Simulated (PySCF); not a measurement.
**C7H12FN: full NMR table**

```
Formula                               : C7H12FN
SMILES                                : CCC1=C(F)N(C)CC1
Point group of the computed structure : C1
Degrees of unsaturation               : 2
Carbon signals                        : 7
Proton signals                        : 5
```

Structure with atom numbers: `[CH3:1][CH2:2][C:3]1=[C:4]([F:5])[N:6]([CH3:7])[CH2:8][CH2:9]1`. Each H is labelled by its parent atom.

- σ from GIAO-PBE0/pcSseg-1
- GFN2-xTB geometry
- run in PySCF 2.14
- one computed conformer, no solvent model, non-relativistic Hamiltonian, averaged over atoms made equivalent by symmetry, fast rotation or ring inversion

δ = σ(ref) − σ, references computed at the same level: TMS for ¹H, ¹³C; CFCl3 for ¹⁹F; ¹⁵N vs NH3.

| carbon | δC, type | δH (multiplicity) | HMBC from (2–3 bonds) | span of the C tensor (ppm) |
| --- | --- | --- | --- | --- |
| C1 | 17.4, CH3 | 1.04 (t) | H(C2) | 36 |
| C2 | 22.3, CH2 | 2.10 (q) | H(C9), H(C1) | 24 |
| C3 | 91.5, C | – | H(C8), H(C9), H(C2), H(C1) | 123 |
| C4 | 165.0, C | – | H(C8), H(C9), H(C7), H(C2) | 125 |
| C7 | 36.9, CH3 | 2.51 (s) | H(C8) | 66 |
| C8 | 52.7, CH2 | 3.09 (m) | H(C9), H(C7) | 64 |
| C9 | 29.8, CH2 | 2.58 (m) | H(C8), H(C2) | 36 |

Other nuclei:
```tsv
atoms	nucleus	environment	δ (ppm)	σ (ppm)
F5	¹⁹F	vinylic fluorine	-144.0	315.0
N6	¹⁵N	enamine nitrogen	79.8	187.9
```

Carbon types of the structure: 2 × C, 3 × CH2, 2 × CH3, which accounts for all hydrogens. δC 165.0: alkene carbon bearing nitrogen; an sp2 carbon further deshielded by the attached heteroatom. δC 91.5: β carbon of an enol-ether or enamine type C=C; the O or N lone pair pushes π density onto this β carbon and shields it. δC 36.9: methyl carbon bonded to N; the inductive effect lowers its shielding. δC 29.8, 22.3: allylic sp3 CH2; saturated and bonded to C and H only. δH 3.09: hydrogen on an sp3 CH2 bonded to N; its carbon carries N, which withdraws density.

Splittings by ¹⁹F in the carbon and heteronuclear signals aren't shown, as no couplings were computed. Shifts are as computed. Against solution values, carbons near 30 ppm lie about +3 ppm off and those near 130 ppm about +5 ppm. Of 1211 compounds with measured shifts, 218 miss one by over three times the rms of a fit or turn the order of signals round; such compounds aren't used in these exercises. Unscaled 19F shifts against computed CFCl3 carry errors that often reach 10 to 50 ppm. Experimental scales use liquid or dissolved standards, which lie at an offset from isolated NH3 (liquid NH3: subtract about 20 ppm). No couplings were computed; multiplicities are counted from neighbouring protons, with m where these are inequivalent, close in shift, in a saturated or five-membered ring or joined by F or P, and br s for small geminal =CH2 splittings.
